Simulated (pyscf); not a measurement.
F–N•–F + F–SiH₂–F → F–NH–F + F–SiH•–F (hydrogen abstraction; doublet surface; H–Si broken, H–N formed). PySCF, gas phase, ωB97X-D3(BJ)/def2-SVP geometries. Rate constants from transition-state theory, ωB97M-D3(BJ)/def2-TZVP energies (ideal gas, 1 atm, RRHO with modes under 100 cm⁻¹ raised to 100, one conformer, R ln 2 for rigid chiral ones; no tunnelling), k in cm³ molecule⁻¹ s⁻¹.

```tsv
T (K)	1000/T	log10 k
298	3.354	-33.43
600	1.667	?
900	1.111	-19.16
1200	0.833	-17.17
```

**Question.** Fit an Arrhenius line to the three values, give the activation energy, and predict k at 600 K.

**Answer.** Least squares gives log10 k = -11.92 − 6.42 × 1000/T, so Ea = 6.42 × ln 10 × 1.987 = 29.4 kcal/mol, against an electronic barrier of 27.7. At 600 K the line gives -22.62; the computed value is -22.89 (ΔG‡ = 46.4 kcal/mol), a factor 1.9 under the line, since the plot is curved. This is the saddle that the search found; another between the same sides may lie lower. The angle at the transferred H is 157°.
